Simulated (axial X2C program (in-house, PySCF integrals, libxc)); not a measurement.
# RbIn: a run with one poor setting

All values were computed with an axial X2C code built on PySCF integrals. Spin-free means the one-electron spin-free X2C Hamiltonian. Basis: In dyall-v2z [9s10p7d], Rb dyall-v2z [10s11p6d] (cores contracted in-house); Gaussian nuclei, density fitting, unrestricted open shells. Masses: In 114.904 u, Rb 84.912 u.

One setting of this run was spoiled on purpose, so its numbers are not properties of RbIn. Level: BP86, without spin–orbit coupling; state M_S = 1, Λ = 1 (beyond evenly filled blocks: σα, π+α).

| R (Å) | E − E(lowest point) (eV) | SCF iterations |
| --- | --- | --- |
| 4.086 | 0.2019 | 9 |
| 4.274 | 0.1110 | 9 |
| 4.415 | 0.0668 | 9 |
| 4.556 | 0.0365 | 9 |
| 4.697 | 0.0175 | 10 |
| 4.861 | 0.0051 | 8 |
| 5.026 | 0.0000 | 9 |
| 5.237 | 0.0010 | 9 |
| 5.495 | 0.0080 | 10 |
| 5.871 | 0.0236 | 11 |

Fit: Re 5.102 Å, ωe 28.9 cm⁻¹, residual 3.3 microhartree, De 0.20 eV.

Output at the reference distance:

```
spin-free X2C-1e  BP86
basis functions 147  fitting functions 376  grid points 5810
iter        total energy     max residual
   1      -8864.515161771     1.86e-01
   2      -8864.520531982     9.07e-03
   3      -8864.520431182     7.36e-03
   4      -8864.521136614     8.54e-04
   5      -8864.521076696     1.17e-03
   6      -8864.521208235     1.50e-04
   7      -8864.521209179     8.04e-05
   8      -8864.521209886     1.34e-05
   9      -8864.521209890     2.09e-06
  10      -8864.521209891     3.84e-07
converged
one-electron -12634.00841896  Coulomb 3829.21974230  exact exchange 0.00000000  xc functional -263.99020480  nuclear repulsion 204.25767158
```

**Question.** Which setting was spoiled?
A. an excited determinant was followed
B. integration grid too coarse
C. virtual space cut too low
D. density fitting set too sparse
E. too few iterations allowed

**Answer.** D. Density fitting set too sparse: ratio 6 between fitting exponents against the usual 2.
